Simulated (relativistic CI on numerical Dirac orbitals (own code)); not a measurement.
**Pd¹³⁺: q coefficients and field-shift factors**

Calculated at this level of theory: Dirac-Coulomb-Breit CI, orbitals from a KLI potential per configuration, derivatives by finite differences, unscaled Slater integrals, QED left out (own radial code, finite nucleus).

Configuration list (outside the closed core [Ar] 3d10): 4s²4p³, 4s4p⁴, 4p⁵, 4s²4p²4d, 4s4p³4d, 4s²4p²4f, 4s²4p4d², 4s²4d³, 4s4p4d³, 4s²4d²4f. Double excitations out of closed p, d and f shells are left out; levels of such configurations are missing from the list, as are those of other unlisted configurations, and high levels can miss mixing partners.

With x = (α/α₀)² − 1 an excitation energy changes as ω = ω₀ + qx; K = 2q/ω₀ is the relative enhancement. Terms are leading LS components, so labels can repeat. The field-shift factor is F = δν/δ⟨r²⟩ for the transition from the lowest level.

Lowest level 4s²4p³ ⁴S°3/2.

| Level | ω₀ (cm⁻¹) | q (cm⁻¹) | K | F (GHz/fm²) |
| --- | --- | --- | --- | --- |
| 4s²4p³ ²D°3/2 | 40599 | 27290 | 1.34 | -0.492 |
| 4s²4p³ ²D°5/2 | 55660 | 37270 | 1.34 | -0.614 |
| 4s²4p³ ²P°1/2 | 81243 | 37950 | 0.934 | -1.19 |
| 4s²4p³ ²P°3/2 | 114045 | 84940 | 1.49 | -2.15 |
| 4s4p⁴ ⁴P5/2 | 315917 | 56180 | 0.356 | -57 |
| 4s4p⁴ ⁴P3/2 | 343970 | 84470 | 0.491 | -56.8 |
| 4s4p⁴ ⁴P1/2 | 350370 | 83590 | 0.477 | -57 |
| 4s4p⁴ ²D3/2 | 394284 | 74960 | 0.38 | -51.1 |
| 4s4p⁴ ²D5/2 | 405187 | 93020 | 0.459 | -52.6 |
| 4s4p⁴ ²S1/2 | 446868 | 81980 | 0.367 | -50.7 |
| 4s4p⁴ ²P3/2 | 455772 | 74820 | 0.328 | -38.1 |
| 4s²4p²4d ⁴F3/2 | 486022 | 10470 | 0.0431 | 0.0891 |
| 4s4p⁴ ²P1/2 | 496323 | 115500 | 0.465 | -38.6 |
| 4s²4p²4d ⁴F5/2 | 498149 | 20410 | 0.082 | 1.82 |
| 4s²4p²4d ²F5/2 | 517804 | 37750 | 0.146 | 1.61 |
| 4s²4p²4d ⁴F7/2 | 518948 | 50320 | 0.194 | 1.55 |
| 4s²4p²4d ⁴D1/2 | 526578 | 55530 | 0.211 | -4.35 |
| 4s²4p²4d ⁴D3/2 | 528294 | 49870 | 0.189 | -1.28 |
| 4s²4p²4d ²F7/2 | 528826 | 46820 | 0.177 | 1.59 |
| 4s²4p²4d ⁴F9/2 | 534985 | 60360 | 0.226 | 1.43 |
| 4s²4p²4d ⁴D5/2 | 543407 | 62470 | 0.23 | 0.753 |
| 4s²4p²4d ²G7/2 | 568487 | 75970 | 0.267 | 1.06 |
| 4s²4p²4d ²P3/2 | 573724 | 54340 | 0.189 | -15.6 |

At this charge energies of transitions that change n are usually good to better than 1 %, and those within a shell (Δn = 0) to a few per cent.
